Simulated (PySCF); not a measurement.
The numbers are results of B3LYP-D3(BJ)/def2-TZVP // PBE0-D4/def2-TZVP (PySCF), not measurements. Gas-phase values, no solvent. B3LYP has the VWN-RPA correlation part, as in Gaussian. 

Reference species (SMILES): `[F][SnH3]` (neutral, multiplicity 1).

The HOMO is -9.17 eV and the HOMO–LUMO gap is 8.08 eV.

Changed species: `[F][Sn]([F])([F])[F]` (4 of 4 H replaced by F; the reference has 1 of 4 H replaced by F).

Question: What does the change do to the HOMO and HOMO–LUMO gap?

Answer: the HOMO falls by 2.94 eV, to -12.11 eV; the HOMO–LUMO gap hardly moves.
